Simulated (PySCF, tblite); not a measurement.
Isomers of C8H14Si, one GFN2-xTB conformer each. Single-point energies are computed at PBE0/pcSseg-1 (PySCF, gas phase, no added dispersion term), electronic only.

Question: Rank them by PBE0/pcSseg-1 energy, lowest first (kcal/mol).
A. `[CH2:1]=[CH:2][CH2:3][C@@:4]1([C:5](=[CH2:6])[CH3:7])[CH2:8][SiH2:9]1` with C1–C2–C3–C4 124°, C2–C3–C4–C5 -60°, C3–C4–C5–C6 128°
B. `[CH:1]#[C:2][C@@H:3]1[CH2:4][C@H:5]([CH3:6])[C@H:7]1[SiH2:8][CH3:9]` with C5–C7–Si8–C9 173°, C2–C3–C4–C5 -131°, C3–C4–C5–C6 132°, C4–C5–C7–Si8 -133°, C2–C3–C7–C5 132°
C. `[CH2:1]=[C:2]([CH3:3])[C@@:4]1([CH:5]2[CH2:6][CH2:7]2)[CH2:8][SiH2:9]1` with C1–C2–C4–C5 29°, C2–C4–C5–C6 -169°

Answer: B (0.0), A (2.4), C (6.5).

As drawn, the lowest has a four-membered ring and a C≡C bond, which the highest lacks; the highest has a three-membered ring and a C=C bond outside aromatic rings, which the lowest lacks. Neighbours under 2.5 kcal/mol apart (C#C[C@@H]1C[C@H](C)[C@H]1[SiH2]C and C=CC[C@@]1(C(=C)C)C[SiH2]1) can change places with a better method, another conformer or zero-point energy. GFN2-xTB itself gives, in the same order: 0.0, 14.7, 8.4. Both levels put the same isomer lowest; measured from each level's own lowest isomer, the values differ by up to 12.3 kcal/mol (C=CC[C@@]1(C(=C)C)C[SiH2]1: 14.7 against 2.4).

Question: Which frontier levels, dipoles and rotational constants go with these structures?

Answer: 
| SMILES | HOMO (eV, PBE0/pcSseg-1) | LUMO (eV) | dipole (D) | A, B, C (MHz) |
| --- | --- | --- | --- | --- |
| C#C[C@@H]1C[C@H](C)[C@H]1[SiH2]C | -7.43 | 0.81 | 0.44 | 1386, 1176, 724.1 |
| C=CC[C@@]1(C(=C)C)C[SiH2]1 | -6.26 | -0.21 | 0.68 | 1783, 1083, 879.4 |
| C=C(C)[C@@]1(C2CC2)C[SiH2]1 | -6.07 | -0.14 | 0.59 | 1811, 1272, 922.0 |

Question: What happens when harmonic zero-point energies from GFN2-xTB frequencies are added?

Answer: 
```tsv
SMILES	ZPE (kcal/mol)	electronic (kcal/mol)	with ZPE (kcal/mol)
C#C[C@@H]1C[C@H](C)[C@H]1[SiH2]C	118.6	0.0	0.0
C=CC[C@@]1(C(=C)C)C[SiH2]1	118.4	2.4	2.3
C=C(C)[C@@]1(C2CC2)C[SiH2]1	119.7	6.5	7.7
```

The zero-point energies span 1.3 kcal/mol. The order is unchanged.
